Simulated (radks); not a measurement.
Problem. Radial electron density D(r) = 4 pi r^2 rho(r) of an atom or ion with 67 electrons. Method: Dirac Kohn-Sham, PBEsol, spin-unpolarised, spherical densities, finite nucleus; Fermi nuclear charge, rms radius of each element as measured or else 0.836 A^(1/3) + 0.57 fm; computed with a radial shooting solver on a logarithmic mesh with Libxc functionals.

r (bohr),D(r) (e/bohr)
0.0008652,4.272
0.001182,7.042
0.001628,11.56
0.002224,18.33
0.003062,28.50
0.004184,42.07
0.005761,59.21
0.007871,76.65
0.01084,90.30
0.01481,94.16
0.02039,88.17
0.02786,83.27
0.03837,94.55
0.05241,116.4
0.07218,118.3
0.09861,97.02
0.1358,98.29
0.1855,108.2
0.2555,71.96
0.349,50.32
0.4807,59.90
0.6567,41.66
0.9043,20.06
1.235,12.22
1.701,5.932
2.324,1.806
3.201,0.5506
4.373,0.2538
6.022,0.07034
8.227,0.008650
11.33,0.0003294

What is the nuclear charge?

Solution. Z = 68. The innermost maximum, from 1s, lies near gamma/Z bohr with gamma = sqrt(1 - (Z/c)^2) = 0.868, here 0.0128 bohr (found: 0.0141), and its height grows with Z. The density is that of the erbium ion Er+ in [Xe] 4f12 6s0.75 6p0.25; the configuration itself is not fixed sharply by these data, and Z only to a few units. D(r) has 4 maxima, at r = 0.0141, 0.0625, 0.174, 0.477 bohr, and minima at 0.0272, 0.114, 0.338 bohr, inside which lie 2.01, 11.13, 29.63 electrons.
